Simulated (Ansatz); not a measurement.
Consider the substitution at a C–C bond: `FC[CH2][GeH3]` + `OB(O)[SiH3]` → `OB([SiH3])OCF` + `[CH3][GeH3]`.

Isolated molecules relaxed with PBE0-D4/def2-TZVP in Ansatz; ΔE leaves out vibrations. CCSD(T)/CBS adds triple-zeta CCSD(T) − MP2 to the extrapolated MP2 energy (def2 sets, frozen cores). Functionals use def2-TZVPP. B3LYP here is the variant with VWN-RPA as its local correlation; programs differ in this. For Ge outer-core shells are correlated without core-valence functions, which leaves a few kJ/mol of doubt a bond. Scalar relativity is left out up to krypton. One conformer a species, not always the lowest.

```json
{"level": "PBE-D4", "ΔE (kJ/mol)": "11.2", "difference from CCSD(T)/CBS": "-4.1"}
{"level": "r2SCAN-D4", "ΔE (kJ/mol)": "7.6", "difference from CCSD(T)/CBS": "-7.7"}
{"level": "ωB97X-V", "ΔE (kJ/mol)": "8.1", "difference from CCSD(T)/CBS": "-7.2"}
{"level": "ωB97M-V", "ΔE (kJ/mol)": "10.5", "difference from CCSD(T)/CBS": "-4.8"}
{"level": "B2PLYP", "ΔE (kJ/mol)": "9.7", "difference from CCSD(T)/CBS": "-5.6"}
{"level": "PBE", "ΔE (kJ/mol)": "11.0", "difference from CCSD(T)/CBS": "-4.3"}
{"level": "r2SCAN", "ΔE (kJ/mol)": "7.7", "difference from CCSD(T)/CBS": "-7.6"}
{"level": "PBE0", "ΔE (kJ/mol)": "11.4", "difference from CCSD(T)/CBS": "-3.9"}
{"level": "B3LYP", "ΔE (kJ/mol)": "8.1", "difference from CCSD(T)/CBS": "-7.2"}
{"level": "SCS-MP2/def2-TZVPP", "ΔE (kJ/mol)": "12.7", "difference from CCSD(T)/CBS": "-2.6"}
{"level": "CCSD(T)/def2-TZVPP", "ΔE (kJ/mol)": "11.2", "difference from CCSD(T)/CBS": "-4.1"}
{"level": "HF/def2-QZVPP", "ΔE (kJ/mol)": "3.4", "difference from CCSD(T)/CBS": "-11.9"}
{"level": "SCS-MP2/def2-QZVPP", "ΔE (kJ/mol)": "15.0", "difference from CCSD(T)/CBS": "-0.3"}
{"level": "HF/CBS(def2)", "ΔE (kJ/mol)": "3.4", "difference from CCSD(T)/CBS": "-11.9"}
{"level": "MP2/CBS(def2)", "ΔE (kJ/mol)": "19.3", "difference from CCSD(T)/CBS": "4.0"}
{"level": "CCSD/CBS(def2)", "ΔE (kJ/mol)": "15.7", "difference from CCSD(T)/CBS": "0.4"}
{"level": "CCSD(T)/CBS", "ΔE (kJ/mol)": "15.3", "difference from CCSD(T)/CBS": "0"}
```

Largest T1 diagnostic among the species: 0.014.

In def2-TZVPP, CCSD(T) changes the Hartree–Fock value by +7.8 kJ/mol (the triples alone add −0.5 kJ/mol) and MP2 by +11.8 kJ/mol.

CCSD(T)/CBS has its own doubt, a few kJ/mol and more with outer-core shells, so smaller differences from it don't rank the levels.
